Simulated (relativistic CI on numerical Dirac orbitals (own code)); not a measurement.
# Electric-dipole transitions in Rb¹⁰⁺

Method of calculation: Dirac-Coulomb-Breit CI, orbitals from a KLI potential per configuration, model QED (radiative potential, 1s self-energy scaled to tabulated hydrogen-like ionisation energies), unscaled Slater integrals (own radial code, finite nucleus).

Configuration list (outside the closed core [Ne]): 3s²3p⁶3d⁹, 3s²3p⁵3d¹⁰, 3s3p⁶3d¹⁰, 3s²3p⁶3d⁸4s, 3s²3p⁶3d⁸4p, 3s²3p⁶3d⁸4d, 3s²3p⁶3d⁷4s², 3s²3p⁶3d⁷4s4p, 3s²3p⁶3d⁸4f, 3s²3p⁶3d⁸5s, 3s²3p⁶3d⁷4p², 3s²3p⁶3d⁸5p, 3s²3p⁶3d⁷4s4d, 3s²3p⁶3d⁸5d, 3s²3p⁶3d⁷4p4d, 3s²3p⁵3d⁹4s. Levels of other configurations are missing.

| λ vac (nm) | Lower | Upper | A (s⁻¹) | gf | Branching (%) |
| --- | --- | --- | --- | --- | --- |
| 9.0047 | 3s²3p⁶3d⁹ ²D3/2 [2] | 3s²3p⁵3d¹⁰ ²P°1/2 [25] | 4.07e+11 | 9.91e-01 | 99.9 |
| 9.5106 | 3s²3p⁶3d⁹ ²D5/2 [1] | 3s²3p⁵3d¹⁰ ²P°3/2 [18] | 3.28e+11 | 1.78e+00 | 90.6 |
| 34.373 | 3s²3p⁶3d⁸4p ⁴G°9/2 [21] | 3s²3p⁶3d⁸4d ⁴H11/2 [69] | 2.58e+10 | 5.48e+00 | 83.0 |
| 34.681 | 3s²3p⁶3d⁸4p ²H°9/2 [48] | 3s²3p⁶3d⁸4d ²I11/2 [110] | 2.90e+10 | 6.28e+00 | 95.1 |
| 35.779 | 3s²3p⁶3d⁸4p ⁴G°11/2 [24] | 3s²3p⁶3d⁸4d ⁴H13/2 [68] | 2.85e+10 | 7.67e+00 | 100.0 |
| 35.877 | 3s²3p⁶3d⁸4p ⁴G°9/2 [33] | 3s²3p⁶3d⁸4d ⁴H11/2 [80] | 2.81e+10 | 6.51e+00 | 99.0 |
| 35.890 | 3s²3p⁶3d⁸4p ²G°7/2 [37] | 3s²3p⁶3d⁸4d ²H9/2 [91] | 2.51e+10 | 4.84e+00 | 87.5 |
| 36.019 | 3s²3p⁶3d⁸4p ⁴F°9/2 [28] | 3s²3p⁶3d⁸4d ⁴G11/2 [72] | 2.09e+10 | 4.89e+00 | 73.6 |
| 36.057 | 3s²3p⁶3d⁸4p ²H°11/2 [55] | 3s²3p⁶3d⁸4d ²I13/2 [115] | 2.80e+10 | 7.64e+00 | 100.0 |
| 38.410 | 3s²3p⁶3d⁸4d ⁴H13/2 [68] | 3s²3p⁶3d⁸4f ⁴I°15/2 [138] | 2.91e+10 | 1.03e+01 | 100.0 |
| 51.378 | 3s²3p⁶3d⁸4s ⁴F9/2 [3] | 3s²3p⁶3d⁸4p ⁴F°9/2 [28] | 3.82e+09 | 1.51e+00 | 58.8 |
| 52.242 | 3s²3p⁶3d⁸4s ⁴F7/2 [4] | 3s²3p⁶3d⁸4p ²F°7/2 [31] | 3.65e+09 | 1.19e+00 | 15.8 |
| 52.662 | 3s²3p⁶3d⁸4s ²F7/2 [7] | 3s²3p⁶3d⁸4p ⁴F°7/2 [35] | 4.42e+09 | 1.47e+00 | 24.0 |
| 52.938 | 3s²3p⁶3d⁸4s ⁴F9/2 [3] | 3s²3p⁶3d⁸4p ⁴G°11/2 [24] | 6.45e+09 | 3.25e+00 | 100.0 |
| 53.848 | 3s²3p⁶3d⁸4s ²F7/2 [7] | 3s²3p⁶3d⁸4p ⁴G°9/2 [33] | 5.34e+09 | 2.32e+00 | 85.1 |
| 54.001 | 3s²3p⁶3d⁸4s ²F5/2 [8] | 3s²3p⁶3d⁸4p ²G°7/2 [37] | 5.49e+09 | 1.92e+00 | 57.9 |
| 54.361 | 3s²3p⁶3d⁸4s ²G9/2 [16] | 3s²3p⁶3d⁸4p ²H°11/2 [55] | 6.04e+09 | 3.21e+00 | 100.0 |
| 56.254 | 3s²3p⁶3d⁸4s ⁴F9/2 [3] | 3s²3p⁶3d⁸4p ⁴G°9/2 [21] | 2.19e+09 | 1.04e+00 | 44.5 |
| 58.091 | 3s²3p⁶3d⁸4s ⁴F7/2 [4] | 3s²3p⁶3d⁸4p ⁴G°9/2 [21] | 2.42e+09 | 1.22e+00 | 49.2 |
| 58.909 | 3s²3p⁶3d⁸4s ⁴F9/2 [3] | 3s²3p⁶3d⁸4p ⁴D°7/2 [20] | 4.07e+09 | 1.69e+00 | 87.7 |

Terms are leading LS components. Brackets give the number of a level in order of energy, since labels repeat. The list gives strong lines, with weight on those to low levels, without lines whose two gauges differ by over a factor of 2.5, among the lowest 200 of 2127 levels, so that lines to higher ones, which can be the strongest, are missing. Levels whose partners in the same complex of configurations lie outside the list can be far off, and so can their lines. Rates are taken at the computed energies, electric ones in the length gauge.

At this charge energies of transitions that change n are usually good to better than 1 %, and those within a shell (Δn = 0) to a few per cent.

LS names give the leading component of a level, which can be under half, so a name can repeat, a term be missing and a line seem to break the LS rules.
